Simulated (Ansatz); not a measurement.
Reaction (SMILES): BN (BH2-NH2) → [NH-]B + H+
B3LYP-D3(BJ)/def2-TZVP geometries, fixed; electronic energies without zero-point terms.

Basis-set convergence of the deprotonation energy at MP2 with Ansatz (an electronic-structure program). All functions are spherical. Cores are frozen. The proton leaves the site shown, which need not be the most acidic. No added dispersion term, no relativity. Functions are those of the species that has most. Reference: Hartree-Fock in aug-cc-pVQZ plus the correlation part extrapolated as X^-3 from aug-cc-pVTZ and aug-cc-pVQZ, 386.00 kcal/mol, itself unsure by roughly 0.06 kcal/mol (a third of the extrapolation step and of the last Hartree-Fock step). Deviations are taken from unrounded values.

```json
[
 {"basis": "pcseg-0", "functions": "26", "deprotonation energy (kcal/mol)": "397.44", "minus reference (kcal/mol)": "11.44"},
 {"basis": "def2-SV(P)", "functions": "36", "deprotonation energy (kcal/mol)": "390.63", "minus reference (kcal/mol)": "4.63"},
 {"basis": "6-311G**", "functions": "60", "deprotonation energy (kcal/mol)": "394.60", "minus reference (kcal/mol)": "8.60"},
 {"basis": "6-311+G**", "functions": "68", "deprotonation energy (kcal/mol)": "387.33", "minus reference (kcal/mol)": "1.33"},
 {"basis": "aug-cc-pVDZ", "functions": "82", "deprotonation energy (kcal/mol)": "383.65", "minus reference (kcal/mol)": "-2.35"},
 {"basis": "aug-pcseg-1", "functions": "82", "deprotonation energy (kcal/mol)": "384.80", "minus reference (kcal/mol)": "-1.20"},
 {"basis": "6-311++G(2d,2p)", "functions": "94", "deprotonation energy (kcal/mol)": "386.65", "minus reference (kcal/mol)": "0.64"},
 {"basis": "def2-TZVPD", "functions": "110", "deprotonation energy (kcal/mol)": "385.20", "minus reference (kcal/mol)": "-0.81"},
 {"basis": "pcseg-2", "functions": "116", "deprotonation energy (kcal/mol)": "389.33", "minus reference (kcal/mol)": "3.33"},
 {"basis": "aug-cc-pVTZ", "functions": "184", "deprotonation energy (kcal/mol)": "385.83", "minus reference (kcal/mol)": "-0.17"},
 {"basis": "cc-pVQZ", "functions": "230", "deprotonation energy (kcal/mol)": "388.50", "minus reference (kcal/mol)": "2.50"},
 {"basis": "pcseg-3", "functions": "252", "deprotonation energy (kcal/mol)": "387.11", "minus reference (kcal/mol)": "1.11"},
 {"basis": "def2-QZVPPD", "functions": "258", "deprotonation energy (kcal/mol)": "386.66", "minus reference (kcal/mol)": "0.66"}
]
```
